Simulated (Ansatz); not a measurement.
Spectroscopic constants of YH, multiplicity 3 (an upper state: multiplicity 1 came lower at CCSD(T)/def2-TZVPP on PBE0 minima). No spin–orbit coupling.

Constants: fifth-degree fit in 1/R to seven points, most abundant isotopes. Runs in def2 and cc sets follow the lowest solution found near the PBE0 minimum.

The values were computed with Ansatz (a program for electronic structure) with Gaussian orbitals.  In def2 rows elements past Kr take small-core potentials, without spin–orbit coupling.

| level | r_e (Å) | ω_e (cm⁻¹) | B_e (cm⁻¹) | α_e (cm⁻¹) | dipole (D) |
|---|---|---|---|---|---|
| PBE/def2-TZVPP | 1.975 | 1412 | 4.33 | 0.097 | 2.93 |
| PBE0/def2-TZVPP | 1.976 | 1432 | 4.33 | 0.092 | 3.05 |
| wB97X-V/def2-TZVPP | 1.995 | 1420 | 4.25 | 0.086 | 3.00 |
| CCSD/def2-TZVPP | 2.001 | 1402 | 4.22 | 0.090 | - |
| CCSD(T)/def2-TZVPP | 1.999 | 1399 | 4.23 | 0.091 | - |

Correlated levels freeze the inner cores; with def2 sets outer-core shells near the valence are correlated too.
